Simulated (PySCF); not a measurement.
phosphorus nitride cation (NP), SMILES N#P (connectivity only; charge and spin as stated), charge +1, multiplicity 2. Geometry: PBE-D3(BJ)/def2-TZVPD. The multiplicity is an assumed one; other spin states were not compared.

Computed with PBE-D3(BJ)/def2-TZVPD (PySCF).

Harmonic wavenumbers (cm⁻¹): 1326. Rotational constants (GHz): 23.63 (linear); symmetry number 1.

Problem. Work out the zero-point energy and the ideal-gas rigid-rotor harmonic-oscillator thermochemistry at 298.15 K and 1 atm.

Solution. ZPE = ½ Σ hcν = ½ × 1326 cm⁻¹ = 1.90 kcal/mol. H − E(el) = 3.98 kcal/mol. Entropy in cal/(mol K): translation 37.34, rotation 13.06, vibration 0.02, spin 1.38, total 51.80. G − E(el) = -11.47 kcal/mol. Cp = 7.09 cal/(mol K).
